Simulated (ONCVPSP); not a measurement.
## hafnium: one change to an ONCV potential, before and after

ONCVPSP 4.0.1 input, shortened (lines: element, Z, core and valence counts, functional; n l f; lmax; l rc ep ncon nbas qcut; lloc lpopt rc5 dvloc0; l nproj debl; icmod fcfact rcfact), PBE, scalar-relativistic:

```
  Hf 72.00   10    4        4      upf
    1    0    2.00
    2    0    2.00
    2    1    6.00
    3    0    2.00
    3    1    6.00
    3    2   10.00
    4    0    2.00
    4    1    6.00
    4    2   10.00
    4    3   14.00
    5    0    2.00
    5    1    6.00
    5    2    2.00
    6    0    2.00
    2
    0    1.85    0.00    4    9    8.50
    1    1.90    0.00    4    9    6.20
    2    3.20    0.00    4    9    5.00
    4    5    1.55    4.00
    0    2    3.80
    1    2    1.70
    2    2    1.10
    0    0.00    0.00
```

All-electron outer shells of the reference configuration (PBE, scalar-relativistic, ld1.x):

```tsv
shell	level (eV)	outermost node (bohr)	outermost maximum (bohr)
5s	-67.02	0.55	1.01
5p	-35.57	0.60	1.16
4f	-16.83	–	0.45
6s	-5.11	1.37	2.89
5d	-2.69	0.67	1.69
```

Change: s: qcut 6.3; p: qcut 4.6; d: qcut 3.7.

Cutoffs: the cutoffs (Ha) at which the residual kinetic energy of the hardest occupied pseudo-wave falls to 1 and 0.1 mHa per electron; they do not see the model core or the augmentation charge, which bear on the density cutoff. Errors are all-electron minus pseudo energies relative to the spin-unpolarised reference configuration.

**Question.** What does the change do?

**Answer.** The potential gets softer (21 Ha and 25 Ha → 14 Ha and 17 Ha); of the 3 tests that both files solve, the error grows in 1 and shrinks in 2 by more than 15 % and 0.3 meV (median size 12.8 → 5.5 meV); neither file shows a bound ghost.

| quantity | base | changed |
| --- | --- | --- |
| cutoff, loose | 21 Ha | 14 Ha |
| cutoff, tight | 25 Ha | 17 Ha |
| loose cutoff by channel | s 21 Ha, p 9.5 Ha, d 8.2 Ha | s 14 Ha, p 9.4 Ha, d 6.4 Ha |
| bound ghosts | none | none |
| GHOST(+) flags under 300 eV | none | none |
| tests with a reliable result | 3 of 4 | 3 of 4 |
| error for 5s2 5p6 5d2 6s1, meV [ΔE 7.98 eV] | +0.9 | +0.2 |
| error for 5s2 5p6 5d2 6s0, meV [ΔE 22.16 eV] | +13 | -5.5 |
| error for 5s2 5p6 5d1 6s2 6p1, meV [ΔE 1.96 eV] | +29 | +71 |
| s: phases at 1.88 bohr within 0.05 rad from the reference energy up to (Ha; the scan ends near 5) | to the end of the scan | to the end of the scan |
| p: phases at 1.92 bohr within 0.05 rad from the reference energy up to (Ha; the scan ends near 5) | to the end of the scan | to the end of the scan |
| d: phases at 3.24 bohr within 0.05 rad from the reference energy up to (Ha; the scan ends near 5) | 3.2 | 2.6 |
